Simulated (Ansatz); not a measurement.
```yaml
crystal:
  periodic: [false, false, false]
  atoms:
    - {symbol: C, position_ang: [-1.599821, 0.661470, 0.274858]}
    - {symbol: Sn, position_ang: [-0.053828, -0.339691, 0.151738]}
    - {symbol: O, position_ang: [0.667646, -1.242290, 1.398261]}
    - {symbol: O, position_ang: [1.850252, 1.147560, -0.047230]}
    - {symbol: O, position_ang: [0.328097, -1.235740, -1.809780]}
    - {symbol: H, position_ang: [-1.469580, 1.685424, 0.780554]}
    - {symbol: H, position_ang: [-2.066615, 0.972812, -0.857909]}
    - {symbol: H, position_ang: [-2.276275, 0.175829, 0.601666]}
    - {symbol: H, position_ang: [1.509262, -1.166539, 1.867996]}
    - {symbol: H, position_ang: [2.312582, 1.047903, -0.673423]}
    - {symbol: H, position_ang: [0.819522, -2.116151, -1.499354]}
basis:
  gaussian: {orbitals: def2-TZVPD, final_grid: {core_spheres: 8, valence_spheres: 7, degree: 23}}
hamiltonian: {xc: {name: PBE}, dispersion: d4}
relax: {f_tol: 0.001, max_steps: 2}
```

```sh
$ ansatz run in.yaml --threads 4 --pin off --events-out ev --progress --plain --max-ram 10444MiB
```

Shortened log:

```
Functional definition: PBE
1436 factors; their error is unknown
mean field evaluation 1: about -13066.3011 eV, gradient 1.3e2 eV
mean field evaluation 2: about -12829.4531 eV, gradient 2.8e2 eV
mean field evaluation 4: about -13096.3512 eV, gradient 2.8e1 eV
mean field evaluation 8: about -13098.2081 eV, gradient 1.1e0 eV
mean field evaluation 16: about -13098.1857 eV, gradient 6.2e-3 eV
mean field -13098.18571403 eV, -481.3494467215 hartree, gradient 6.3e-5 eV, S^2 0.000000; 0 other end points of the search recorded, 0 dependent functions left out
reference -13098.18577892 eV, -481.3494491060 hartree; 29, 29 occupied and 238, 238 virtual orbitals, 1436 factors
relax step   1: F+E_penalty+E_count = -13098.40413002 eV  Δ(F+E_penalty+E_count) = +0.000e0 eV  max|allowed force component| = 1.520e1 eV/Å  Δτ_max = 0.0000 Å  (37 SCF iters, accepted)
1436 factors; their error is unknown
mean field -13103.43448455 eV, -481.5423354803 hartree, gradient 1.7e-5 eV, S^2 0.000000; 0 other end points of the search recorded, 0 dependent functions left out
reference -13103.43454852 eV, -481.5423378311 hartree; 29, 29 occupied and 238, 238 virtual orbitals, 1436 factors
relax step   2: F+E_penalty+E_count = -13103.64843231 eV  Δ(F+E_penalty+E_count) = -5.244e0 eV  max|allowed force component| = 3.775e0 eV/Å  Δτ_max = 0.1910 Å  (40 SCF iters, accepted)
Error: geometry relaxation did not converge after 2 steps: max|allowed force component| = 3.78e0 eV/Å (threshold 1.0e-3). Raise `relax.max_steps` over both its present limit and 2, loosen `relax.f_tol`, or start from a geometry closer to equilibrium. Where this run's directory can be resumed (`checkpoint.write`), a resume goes on for up to `relax.max_steps` more
```

Question: What is wrong with this run?

Answer: The relaxation is allowed too few steps for its threshold. No converged result was reached.
